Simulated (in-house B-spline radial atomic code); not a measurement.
The numbers below are computed, except where a source is named.
## Making a Troullier-Martins s channel for Sr, r_c = 2.76 bohr

Sr, [Kr] 5s2, non-relativistic LDA (VWN5), spherical and spin-unpolarised, from a B-spline radial code for spherical atoms (atomic units). The all-electron 5s level is ε = -0.131793 hartree, its outermost node lies just inside 1.71 bohr and its outer maximum at 3.68 bohr.

Inside r_c the pseudo-orbital is u(r) = r^1 exp(p(r)), with p = c0 + c2 r² + c4 r⁴ + … + c12 r¹². The seven coefficients follow from p and its first four derivatives at r_c, from zero curvature of the screened potential at the origin, c4 = −c2²/(2l + 5), and from the norm inside r_c. At r_c the all-electron orbital has P = 0.4477241, P' = 0.2235686, the screened potential V = -0.503381, V' = 0.4011104, V'' = -0.5409116, and the norm inside is Q = 0.1288405.

Question: What are p, p' and p'' at r_c?

Answer: p = ln(P/r_c^1) = ln(0.4477241/2.76) = -1.81881. p' = P'/P − 1/r_c = 0.49934 − 0.36232 = 0.13703. The radial equation gives p'' = 2(V − ε) − 2(1) p'/r_c − p'² = -0.74318 − (0.09929) − 0.01878 = -0.86125. Differentiating, p''' = 2V' + 2(1)p'/r_c² − 2(1)p''/r_c − 2p'p'' = 1.6983, and p'''' = 2V'' − 4(1)p'/r_c³ + 4(1)p''/r_c² − 2(1)p'''/r_c − 2p''² − 2p'p''' = -4.7397.

For a trial c2 the five matching conditions are linear in c0, c6, c8, c10 and c12, and c2 is varied until the norm inside r_c equals Q. The root nearest zero gives:

```
 n            c_n
 0      -1.690888
 2     -0.3356506
 4    -0.02253226
 6     0.04909627
 8    -0.01052041
10   0.0008888975
12  -2.733724e-05
```

Question: Check c4 and p(r_c), and find the screened pseudopotential at the origin.

Answer: −c2²/5 = -0.0225323, as listed. The terms c_n r_c^n are -1.69089, -2.55685, -1.30750, 21.70216, -35.42463, 22.80040, -5.34150, which sum to -1.81881. Inverting the radial equation, V_l(r) = ε + 1 p'/r + (p'' + p'²)/2, so V_l(0) = ε + (2l + 3) c2 = -0.131793 + 3 × (-0.335651) = -1.1387 hartree, finite where the all-electron potential diverges.

Orbitals and screened potentials:

```csv
r (bohr),P,u,V all-electron,V pseudo
0.276,0.09638,0.04959,-57.51,-1.133
0.69,-0.09201,0.1084,-10.31,-0.9483
1.104,-0.2469,0.1399,-3.928,-0.3266
1.518,-0.09025,0.1638,-1.966,0.4378
1.932,0.1375,0.2192,-1.138,0.7143
2.346,0.3246,0.3306,-0.7276,-0.06005
2.76,0.4477,0.4477,-0.5034,-0.5034
```

Logarithmic derivatives P'/P at R = 3.06 bohr, for energies E around ε:

```tsv
E − ε (hartree)	all-electron	pseudo
-0.5	0.905922	0.85406
-0.25	0.614749	0.596865
-0.1	0.414503	0.410695
0	0.26508	0.265082
0.1	0.0987643	0.0923409
0.25	-0.193755	-0.263844
0.5	-0.873376	-2.88856
```

Question: With P(R) = 0.5007156 and a norm of 0.1970239 inside R, what slope in energy does norm conservation fix?

Answer: d(P'/P)/dE = −2 × (norm inside R)/P(R)² = -1.5717 per hartree·bohr at E = ε, for both atoms, since orbital and norm agree at R. Differences over ±0.1 hartree give -1.5787 (all-electron) and -1.5918 (pseudo), which also hold third-order terms. Half a hartree below ε the two curves differ by -0.0519.
